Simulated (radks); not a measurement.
The caesium anion Cs-, [Xe] 6s2, held by a Watson sphere: a shell of charge +1 at radius R that stands for the Madelung well of a crystal (potential energy -1/R inside, -1/r outside, in hartree with lengths in bohr). All-electron calculation, scalar-relativistic Kohn-Sham, r2SCAN, spin-polarised, spherical densities, finite nucleus; meta-GGA in the generalised Kohn-Sham scheme; Fermi nuclear charge, rms radius of each element as measured or else 0.836 A^(1/3) + 0.57 fm. Program: a radial shooting solver on a logarithmic mesh with Libxc functionals.

R (bohr)  e(5s) (eV)  e(5p) (eV)  e(6s) (eV)  <r> 6s (bohr)  sum of <r^2> (bohr^2)  X-ray form factor at sin(theta)/lambda = 0.1 1/angstrom
2.67         -30.591     -16.989      -3.188          5.005                  107.4                                                   50.784
2.76         -30.384     -16.803      -3.188          5.008                  107.6                                                   50.775
3.31         -29.316     -15.795      -3.166          5.061                  109.4                                                   50.726
3.46         -29.082     -15.565      -3.154          5.088                  110.1                                                   50.714
4.46         -28.008     -14.478      -2.998          5.359                  116.4                                                   50.642
5.06         -27.640     -14.097      -2.866          5.561                  121.1                                                   50.608
6.57         -27.137     -13.572      -2.512          6.066                  134.2                                                   50.561
